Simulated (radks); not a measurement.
Question: These are the eigenvalues of the occupied orbitals of an atom or ion with whole-number occupations (eV). Calculated with a radial shooting solver on a logarithmic mesh with Libxc functionals: Dirac Kohn-Sham, PBE, spin-unpolarised, spherical densities, finite nucleus; Fermi nuclear charge, rms radius of each element as measured or else 0.836 A^(1/3) + 0.57 fm.

orbital  eigenvalue
1s1/2     -65230.90
2s1/2     -11194.47
2p1/2     -10695.58
2p3/2     -9503.994
3s1/2     -2594.752
3p1/2     -2373.160
3p3/2     -2117.862
3d3/2     -1742.050
3d5/2     -1686.394
4s1/2     -566.3360
4p1/2     -475.3632
4p3/2     -416.3934
4d3/2     -266.5601
4d5/2     -255.6665
5s1/2     -109.9657
5p1/2      -82.5372
5p3/2      -73.3461
4f5/2      -69.6718
4f7/2      -67.7540
5d3/2      -36.3655
6s1/2      -30.4883

Which element is it, and in what charge state? The configuration may be excited. Open shells, if any, fill j = l - 1/2 first.

Answer: Z = 72, hafnium, charge +3: Hf3+ in [Xe] 4f12 5d1 6s2. The list shows which subshells hold electrons but not how many an open one holds; the 1s level, -2397.2 hartree, gives Z - s = 69.2 by -(Z - s)^2/2, which with screening and relativity narrows Z to a few neighbours, and the depths of the outer levels then fix element, charge and occupations together.
